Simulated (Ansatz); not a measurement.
This singlet lies 0.30 eV below the relaxed triplet at the level frozen-core CCSD(T)/cc-pVTZ // PBE0-D3(BJ)/def2-SVP (Ansatz, an electronic-structure program).

All values below come from frozen-core CCSD(T)/cc-pVTZ // PBE0-D3(BJ)/def2-SVP (Ansatz). The restricted HF reference is unstable towards unrestricted orbitals.

Ansatz 0.2 input:
```yaml
crystal:
  periodic: [false, false, false]
  atoms:
    - { symbol: B, position_ang: [1.644436, 0.373884, 0.394226] }
    - { symbol: Si, position_ang: [0.009087, -0.070391, 1.371426] }
    - { symbol: C, position_ang: [-1.338942, -0.295733, 0.037166] }
    - { symbol: H, position_ang: [2.466604, -0.475485, 0.114275] }
    - { symbol: H, position_ang: [2.008096, 1.526109, 0.267045] }
    - { symbol: H, position_ang: [-2.328384, -0.494995, 0.471194] }
    - { symbol: H, position_ang: [-1.402223, 0.584072, -0.624257] }
    - { symbol: H, position_ang: [-1.058669, -1.147459, -0.607768] }
basis:
  gaussian: { orbitals: cc-pVTZ }
correlation:
  method: ccsd_t
```

Output:

```
Functional definition: HF
926 factors; integrals over basis functions are off by at most 1.1e-3 eV
mean field evaluation 1: about -9639.7022 eV, gradient 2.5e1 eV
mean field evaluation 2: about -9639.7050 eV, gradient 2.5e1 eV
mean field evaluation 4: about -9641.9327 eV, gradient 3.0e0 eV
mean field evaluation 8: about -9642.0046 eV, gradient 1.7e-1 eV
mean field evaluation 16: about -9641.9935 eV, gradient 7.2e-1 eV
mean field evaluation 32: about -9634.3349 eV, gradient 5.7e0 eV
mean field -9642.00538434 eV, -354.3371622883 hartree, gradient 7.9e-6 eV, S^2 0.000000; 1 other end points of the search recorded, 0 dependent functions left out; unrestricted orbitals would lower it
7 core orbitals not correlated
reference -9642.00538434 eV, -354.3371622883 hartree; 8, 8 occupied and 149, 149 virtual orbitals, 926 factors
second order -10.37694166 eV of doubles, -0.00000000 eV of singles
cycle   1  -11.22738913 eV  change   -8.5e-1 eV  update   8.9e-2
cycle   2  -11.60847469 eV  change   -3.8e-1 eV  update   3.3e-2
cycle   3  -11.67806746 eV  change   -7.0e-2 eV  update   1.8e-2
cycle   4  -11.67225620 eV  change    5.8e-3 eV  update   7.4e-3
cycle   5  -11.67112964 eV  change    1.1e-3 eV  update   3.8e-3
cycle   6  -11.67103244 eV  change    9.7e-5 eV  update   1.7e-3
cycle   7  -11.67110096 eV  change   -6.9e-5 eV  update   8.1e-4
cycle   8  -11.67134214 eV  change   -2.4e-4 eV  update   3.8e-4
cycle   9  -11.67130046 eV  change    4.2e-5 eV  update   1.6e-4
cycle  10  -11.67123140 eV  change    6.9e-5 eV  update   6.4e-5
cycle  11  -11.67125081 eV  change   -1.9e-5 eV  update   2.5e-5
cycle  12  -11.67125687 eV  change   -6.1e-6 eV  update   1.0e-5
perturbative correction -0.46880768 eV, -0.0172283643 hartree
Total energy: -9654.14544888 eV, -354.7833014317 hartree
```

Cost: very roughly 24 core-seconds.
